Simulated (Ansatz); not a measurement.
Start from `C=C[Se][Si](F)(F)F` and change one atom or group to get `F[Si](F)(F)I`.

Ansatz, PBE0-D4/def2-TZVP geometries, multiplicity 1. Each molecule was computed in one conformer, which needn't be the lowest.

Elements past krypton have def2 core potentials. Scalar relativity is left out up to krypton.

```
                                      property  `C=C[Se][Si](F)(F)F`
             LUMO energy (PBE/def2-TZVPP) / eV                 -1.96
            HOMO energy (PBE0/def2-TZVPP) / eV                 -7.55
size of the dipole moment (PBE/def2-TZVPP) / D                  2.27
         HOMO–LUMO gap (B3LYP/def2-TZVPP) / eV                  6.11
          HOMO–LUMO gap (PBE0/def2-TZVPP) / eV                  6.57
           HOMO energy (B3LYP/def2-TZVPP) / eV                 -7.30
```

**Question.** What does the change do to each property? (Estimate.)

**Answer.** The calculation gave: 
| property | `F[Si](F)(F)I` | shift |
| --- | --- | --- |
| LUMO energy (PBE/def2-TZVPP) / eV | -1.66 | 0.30 |
| HOMO energy (PBE0/def2-TZVPP) / eV | -8.61 | -1.06 |
| size of the dipole moment (PBE/def2-TZVPP) / D | 1.14 | -1.13 |
| HOMO–LUMO gap (B3LYP/def2-TZVPP) / eV | 7.32 | 1.21 |
| HOMO–LUMO gap (PBE0/def2-TZVPP) / eV | 7.87 | 1.30 |
| HOMO energy (B3LYP/def2-TZVPP) / eV | -8.34 | -1.04 |

With PBE0 the HOMO falls by 1.06 eV and the LUMO rises by 0.23 eV, so the gap widens by about 1.29 eV. PBE moves the HOMO by -1.05 eV and ωB97M-V by -1.03 eV. Dipoles are sizes alone; their direction can turn.

B3LYP here is the variant with VWN-RPA as its local correlation; programs differ in this.

Spin–orbit coupling is left out; it splits and shifts lone-pair levels of the heavy atoms by tenths of an eV.
